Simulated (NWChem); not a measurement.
Molecule: CH₈OSi₂; SMILES C[SiH2]O[SiH3]

```xyz
12

Si    -0.1020    -2.0579     0.0000
O     -0.2287    -0.4085     0.0000
Si     0.5570     1.0571     0.0000
C     -0.7107     2.4243     0.0000
H      0.6312    -2.5293    -1.2147
H      0.6312    -2.5293     1.2147
H     -1.4750    -2.6381     0.0000
H      1.4295     1.1480     1.2128
H      1.4295     1.1480    -1.2128
H     -0.2148     3.4079     0.0000
H     -1.3531     2.3631    -0.8918
H     -1.3531     2.3631     0.8918
```
Atoms are numbered in this order, from 1.

Results from NWChem. Pople sets run with spherical d functions. Geometry: optimised at PBE0/def2-SVP.

Question: Taking PBE0/6-311++G** as the yardstick, which of these has the fewest basis functions while keeping “dipole (D)” within 0.1 D of it: PBE0/STO-3G; PBE0/6-31G*; PBE0/3-21G; PBE0/6-311G**; PBE0/6-31+G*?

Answer: PBE0/3-21G.
| level | basis functions | dipole (D) | relative time (rough) |
|---|---|---|---|
| PBE0/STO-3G | 36 | 0.34 | 1 |
| PBE0/3-21G | 60 | 0.48 | 1 |
| PBE0/6-31G* | 80 | 0.60 | 4 |
| PBE0/6-31+G* | 96 | 0.59 | 5 |
| PBE0/6-311G** | 136 | 0.52 | 6 |
| PBE0/6-311++G** | 160 | 0.53 | 10 |

The yardstick is one finite set, not the basis-set limit.
